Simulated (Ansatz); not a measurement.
`C[S][SnH]([F])[F]` → `[F][Sn][F]` + CH₃SH at 600 K and 1 bar (stannylene formation by 1,1-elimination).

Program: Ansatz. Geometries: PBE0-D4/def2-TZVP. ΔE: electronic, gas phase. CCSD(T)/CBS adds triple-zeta CCSD(T) − MP2 to the extrapolated MP2 energy (def2 sets, frozen cores). This one scheme is used for every species. Elements past krypton have def2 core potentials. For Sn outer-core shells are correlated without core-valence functions, which leaves a few kJ/mol of doubt a bond. One conformer a species, not always the lowest.

| species | CCSD(T)/CBS energy (Eh) | H − E (kJ/mol) | S (J/(mol·K)) |
| --- | --- | --- | --- |
| `C[S][SnH]([F])[F]` | -851.93361 | 195.0 | 480.1 |
| `[F][Sn][F]` | -413.70076 | 36.7 | 319.0 |
| CH₃SH | -438.22835 | 152.3 | 296.8 |

H − E and S are ideal-gas, rigid-rotor, harmonic terms from PBE0-D4/def2-TZVP, for one conformer and one mirror image of each species. 1 Eh = 2625.50 kJ/mol, R = 8.31446 J/(mol·K).

Problem. By hand: ΔE, ΔH, ΔS and ΔG.

Solution. ΔE = (-413.70076) + (-438.22835) − (-851.93361) = 0.00450 Eh = 11.8 kJ/mol. Δ(H − E) = 36.7 + 152.3 − 195.0 = -6.0, so ΔH = 5.8 kJ/mol. ΔS = 319.0 + 296.8 − 480.1 = 135.7 J/(mol·K). ΔG = 5.8 − 600 × (135.7)/1000 = -75.6 kJ/mol.

Problem. By hand: the equilibrium constant, and the temperature at which ΔG would vanish if ΔH and ΔS stayed fixed.

Solution. log₁₀ K = −ΔG/(RT ln 10) = 6.6. ΔG = 0 at ΔH/ΔS = 43 K, though so small a ΔH makes that figure unsure.

The number of gas molecules changes by +1, which sets the sign of ΔS. A doubt of 5 kJ/mol in ΔE shifts log₁₀ K by 0.4 here. Other conformers and mirror images would add mixing entropy, several J/(mol·K) or more a flexible species. Modes under 60 cm⁻¹, often nearly free rotors, make the harmonic entropy too high. These are equilibria of isolated gas molecules and say nothing of rates. Largest T1 diagnostic: 0.017 (customary marks: 0.02 for closed shells, 0.045 for open ones).
